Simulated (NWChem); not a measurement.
Species: ZnH cation; SMILES [ZnH+]

Results from NWChem. The level has its own optimisation; frequencies are unscaled.

Predict the results for CAM-B3LYP/def2-SVP. Quantities: r H–Zn (Å); highest harmonic frequency (cm⁻¹); zero-point energy (kcal/mol).


- r H–Zn (Å) = 1.524
- highest harmonic frequency (cm⁻¹) = 1879
- zero-point energy (kcal/mol) = 2.7
